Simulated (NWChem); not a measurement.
# GeH$_{2}$O, singlet; SMILES [OH][GeH]

```xyz
4

Ge     0.0516    -0.3896     0.0000
H     -1.5636    -0.5247     0.0000
O      0.0864     1.3965     0.0000
H     -0.7798     1.8195     0.0000
```
Atoms are numbered in this order, from 1.

Results from NWChem. Low-valent species are run as closed-shell singlets; no triplet was tried in these runs. Geometry: optimised at PBE0/def2-SVP. Ions are spin-unrestricted doublets at the neutral geometry; other ion states weren't tried.

For level PBE/def2-SVP:

```yaml
vertical ionisation energy, ΔSCF (eV): 9.30
"−ε(HOMO) (eV)": 5.72
```

Problem. How do the values read with level B3LYP/def2-SVP instead?

Solution. 
* **vertical ionisation energy, ΔSCF (eV)**: 9.49
* **−ε(HOMO) (eV)**: 6.67
